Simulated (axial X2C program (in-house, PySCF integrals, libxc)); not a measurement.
Correcting the dissociation energy of MgBr for spin–orbit coupling

A spin-free CCSD(T) curve (one-electron X2C) was computed with an in-house all-electron X2C program for linear molecules (integrals from PySCF), basis Br dyall-cv3z [8s9p6d4f1g], Mg dyall-cv3z [9s8p6d3f] (cores contracted in-house), for the state M_S = 1/2, Λ = 0 (beyond evenly filled blocks: σα). It gives D0 = 2.697 eV to Br + Mg, which in a spin-free picture are the weighted means of the ground terms.

Correlated methods: 9 electrons correlated (number of frozen shells: Br 3 s, 2 p, 1 d; Mg 2 s, 1 p), 257 virtual spin orbitals or spinors in MP2, 83 natural virtuals in coupled cluster.

Measured levels of the ground terms (NIST Handbook of Basic Atomic Spectroscopic Data), in cm⁻¹: Br 2P: J = 3/2 at 0, J = 1/2 at 3685.2; Mg 1S: J = 0 at 0.

The molecular state has Λ = 0, so it has no first-order lowering.

Problem. How far does each ground level lie under the (2J+1)-weighted mean of its term?

Solution. Br: (4 × 0 + 2 × 3685.2)/6 = 1228 cm⁻¹; Mg: a single level, 0.

Problem. Correct D0.

Solution. D0 = 2.697 + (0 − 1228)/8065.5 = 2.545 eV at CCSD(T) with these spin–orbit terms. The direct two-component run gives 2.554 eV; the difference holds second-order terms in the molecule, scalar two-electron terms, the gap between measured and computed atomic splittings (a 2c atom can miss part of its lowering) and, in coupled cluster, the truncation of each run.

Second-order spin–orbit effects in the molecule, which grow quickly with Z, are left out. One determinant describes the state; a PBE0 search over occupations chose it and may have missed a lower one. De is counted from the lowest determinant-based energies of the atoms at the same level, without counterpoise correction. CCSD and (T) use frozen natural virtuals with an MP2 correction for the truncation; (T) itself is uncorrected, so its De runs slightly low.
